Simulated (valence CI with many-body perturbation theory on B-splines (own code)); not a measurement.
## Level structure of Au57+

Method: configuration interaction combined with many-body perturbation theory (CI+MBPT): four valence electrons over a frozen Dirac-Fock core [Ar], radial functions for each j: 9 s, 9 p, 10 d, 8 f, 5 g, 3 h, 1 i, with the one-electron correlation potential Σ1, the two-electron term Σ2, the three-electron term Σ3, Breit, model QED; selected CI, second order for the rest (own B-spline code, finite nucleus).

No measured spectrum was set against this ion. As an estimate, large intervals hold to a few tenths of a per cent, small ones and those within an open d or f shell to about a per cent. The list stops below the first excitations out of the core. Only levels of the ground parity were solved; by the run's estimate the other parity begins above the list, which can be wrong where configurations are misplaced.

Levels 1 to 19 of 19, with energies above the lowest level, (3d3/2^4) J=0. "Leading %" is the weight of the configuration and term that name the level; weights of strongly mixed levels are sums over their largest components and can fall short. In the jj column 3d3/2^4 stands for four electrons in 3d with j = 3/2. Lifetimes count E1, E2, E3, M1 and M2 decay at the calculated energies, and are blank where another channel may lead or the interval is too uncertain; long ones can be off by a factor of two.

```tsv
No.	Configuration	Term	J	E (eV)	Leading %	Leading jj	g	Lifetime
1	3d4	3P	0	0.00	61	3d3/2^4 (99 %)		
2	3d4	5D	1	89.86	55	3d3/2^3 3d5/2 (99 %)	1.488	111 ns
3	3d4	3F	4	102.46	28	3d3/2^3 3d5/2 (99 %)	1.052	
4	3d4	5D	2	106.70	28	3d3/2^3 3d5/2 (97 %)	1.179	29.9 μs
5	3d4	3F	3	110.18	31	3d3/2^3 3d5/2 (98 %)	1.099	
6	3d4	5D	0	189.08	68	3d3/2^2 3d5/2^2 (99 %)		48.2 ns
7	3d4	5D	2	189.10	57	3d3/2^2 3d5/2^2 (98 %)	1.303	65.7 ns
8	3d4	3H	4	191.96	40	3d3/2^2 3d5/2^2 (99 %)	1.132	109 ns
9	3d4	5D	3	194.32	49	3d3/2^2 3d5/2^2 (97 %)	1.182	112 ns
10	3d4	3H	5	197.79	66	3d3/2^2 3d5/2^2 (100 %)	1.076	230 ns
11	3d4	1I	6	200.67	55	3d3/2^2 3d5/2^2 (100 %)	1.062	
12	3d4	3D	1	204.26	44	3d3/2^2 3d5/2^2 (98 %)	1.044	118 ns
13	3d4	3F	3	206.90	45	3d3/2^2 3d5/2^2 (99 %)	1.048	171 ns
14	3d4	3G	4	207.51	52	3d3/2^2 3d5/2^2 (99 %)	1.026	601 ns
15	3d4	3F	2	209.84	33	3d3/2^2 3d5/2^2 (98 %)	1.069	379 ns
16	3d4	3F	2	223.75	53	3d3/2^2 3d5/2^2 (98 %)	0.958	98.9 ns
17	3d4	3F	4	229.56	65	3d3/2^2 3d5/2^2 (99 %)	1.170	359 ns
18	3d4	1D	2	244.01	47	3d3/2^2 3d5/2^2 (97 %)	1.103	1.79 μs
19	3d4	1S	0	262.67	51	3d3/2^2 3d5/2^2 (92 %)		364 ns
```

The ionisation energy to 3d3 4F_3/2 of the next ion comes out as 5847.2 eV (NIST: 5846 ± 6 eV (theoretical)). All 19 levels together are meant to be complete up to 263.13 eV.
